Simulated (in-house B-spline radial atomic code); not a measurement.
# How G0W0 and RPA depend on the start: Rb⁻

Configuration [Kr] 5s2. Computed with a B-spline radial code for spherical atoms: all electrons, scalar-relativistic (spin-free one-electron X2C), finite nucleus, each spin shell either full or empty, empty states to l = 9 with an (l + 1/2)⁻⁴ tail; G0W0 by contour deformation at full frequency.

The anion's configuration is assumed.

| start | mean-field 5s (eV) | G0W0 (eV) | QP weight | RPA correlation (Eh) |
| --- | --- | --- | --- | --- |
| Hartree-Fock | -0.265 | ? | ? | ? |
| LC-wPBE | -0.630 | ? | ? | ? |
| wB97X | -0.606 | -0.575 | 0.897 | -2.61 |
| CAM-B3LYP | -0.082 | -0.482 | 0.772 | -2.6322 |

(1) What G0W0 level, weight and RPA correlation energy follow from the Hartree-Fock start?

(2) What G0W0 level, weight and RPA correlation energy follow from the LC-wPBE start?

(3) How much of the dependence on the start does G0W0 remove?

Results:

(1) G0W0 level -0.615 eV, weight 0.836, RPA correlation -2.4675 hartree.

(2) G0W0 level -0.646 eV, weight 0.900, RPA correlation -2.6191 hartree.

(3) The mean-field levels span 0.547 eV and the G0W0 levels 0.165 eV. Against 0.486 eV (electron affinity of the neutral atom) the G0W0 removal energies are off by -0.00 to +0.16 eV, with spin-orbit coupling, Breit and QED terms left out.
